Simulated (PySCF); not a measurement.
Si(H)(OH)3 (H4O3Si), SMILES O[SiH](O)O. Atoms are numbered in the order given.

```xyz
8

Si    -0.0333     0.3315    -0.0942
O     -1.2167    -0.6402    -0.7128
O     -0.1984     0.3945     1.5452
O      1.3822    -0.3653    -0.6089
H     -0.1162     1.7434    -0.5325
H     -0.9511    -1.1767    -1.4656
H     -0.3984    -0.4412     1.9787
H      2.1951     0.1221    -0.4496
```
Charge 0, spin multiplicity 1.

Geometry optimised at PBE0-D3(BJ)/def2-SVP. Other conformers were not sampled.

The numbers are results of PySCF with B3LYP/def2-TZVPD, not measurements.

```yaml
total_energy: -517.86918 hartree
highest_occupied_level: -8.93 eV
lowest_empty_level: -0.47 eV
orbital_gap: 8.46 eV
dipole_moment: 0.318 e·Å
quadrupole, principal values (traceless, Buckingham form, about the centre of nuclear charge): -5.29, 0.85, 4.43 D·Å
mean_static_polarisability: 38.6 bohr³ (5.72 Å³)
polarisability_principal_values: 37.3, 39.1, 39.2 bohr³
```
